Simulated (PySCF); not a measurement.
From computed data to an observable: chemical shift, span and skew from a shielding tensor

C₄H₂BrCl, SMILES C(=C(\Cl)Br)/C#C. Atoms are numbered in the order given.

```xyz
8

C      0.5820     3.2765     0.0000
C      0.9367     2.1150     0.0000
C      1.3923     0.7740     0.0000
C      0.5956    -0.3158     0.0000
Cl     1.2557    -1.9141     0.0000
Br    -1.2891    -0.2130     0.0000
H      0.2572     4.2998     0.0000
H      2.4730     0.5975     0.0000
```

The structure is a stationary point at B3LYP-D3(BJ)/def2-SVP. The structure was generated by enumeration; whether it is a known compound was not checked.

GIAO shieldings from PBE/pcSseg-1 (PySCF), non-relativistic, no solvent. The symmetric part of the tensor of C4 has the principal values -59.0, 59.6, 64.3 ppm. The same nucleus in TMS has σ = 182.0 ppm at this level (PySCF, at its B3LYP-D3(BJ)/def2-TZVP geometry). Without spin–orbit terms, shifts of atoms bonded to Cl or Br come out too high.

Q: Work out the isotropic shielding, the ¹³C shift against TMS, the span and the skew.

A: 
σ(iso) = (σ11 + σ22 + σ33)/3 = 21.6 ppm. δ = σ(ref) − σ(iso) = 182.0 − (21.6) = 160.4 ppm.
Span Ω = σ33 − σ11 = 123.3 ppm. Skew κ = 3(σ(iso) − σ22)/Ω = -0.92. Tumbling in solution averages the tensor to δ; in a static solid the shielding alone would spread this spin-1/2 line over Ω.
